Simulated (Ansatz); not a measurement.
Relaxation of Cl2F2H2Si (7 atoms, charge 0, multiplicity 1), to a largest force component of 0.03 eV/Å in at most 50 steps.

The calculation used Ansatz 0.2.0, RKS revPBE/6-31G*.

```xyz
7
Properties=species:S:1:pos:R:3:forces:R:3
Si 0.144 0.000 -0.133 0.23 0.00 -0.38
H 0.098 0.000 1.337 0.21 0.00 0.23
F 1.717 0.000 -0.521 0.02 0.00 -0.03
Cl -0.670 1.711 -0.932 -0.01 -0.02 -0.01
Cl -0.670 -1.711 -0.932 -0.01 0.02 -0.01
F -2.252 0.000 1.312 -0.54 0.00 -0.22
H -1.640 0.000 2.020 0.09 0.00 0.43
```

Task: Where does it end, and by what steps?

Result: It converged. After 8 steps the energy has fallen by 0.140 eV; H7 moved furthest, 0.71 Å.

```csv
step,energy less start (eV),largest force component (eV/Å),accepted
0,0.0000,0.538,yes
1,-0.0886,0.235,yes
2,-0.1175,0.462,yes
3,-0.1322,0.452,yes
4,-0.1168,0.922,no
5,-0.1376,0.066,yes
6,-0.1392,0.033,yes
7,-0.1393,0.076,yes
8,-0.1397,0.017,yes
```

```xyz
7
Properties=species:S:1:pos:R:3
Si 0.353 0.000 -0.258
H 0.367 0.000 1.224
F 1.886 0.000 -0.777
Cl -0.562 1.695 -0.983
Cl -0.562 -1.695 -0.983
F -2.521 0.000 1.515
H -2.236 0.000 2.414
```

Run time: 13 s on 2 threads of Arm Neoverse V2 (shared host), peak memory 0.13 GiB.
